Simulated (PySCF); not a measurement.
## Tc(41+) (technetium, charge +41) across methods

1s2, closed-shell 1S. All numbers are calculated (PySCF 2.14, scalar relativity by spin-free X2C-1e, in an even-tempered Gaussian basis (17 s from 72 bohr⁻², ratio 2.2; 7 p from 110 bohr⁻², ratio 2.4; 4 d from 330 bohr⁻², ratio 2.4; 3 f from 490 bohr⁻², ratio 2.4; 3 g from 740 bohr⁻², ratio 2.4)).

```csv
method,E (hartree),mean ε 1s (eV),Σ⟨r²⟩ (bohr²),⟨S²⟩
UHF,-1868.52879,-25039.2,0.003045,0.000
BP86,-1868.75,-24760.7,0.003050,0.000
PBE,-1868.21,-24755.0,0.003051,0.000
r2SCAN,-1868.68,-24788.2,0.003048,0.000
PBEsol,-1866.98,-24739.6,0.003053,0.000
LDA,-1864.91,-24717.8,0.003056,0.000
```

Estimate the same row for PBE0.

E (hartree) = -1868.30; mean ε 1s (eV) = -24826.3; Σ⟨r²⟩ (bohr²) = 0.003050; ⟨S²⟩ = 0.000.
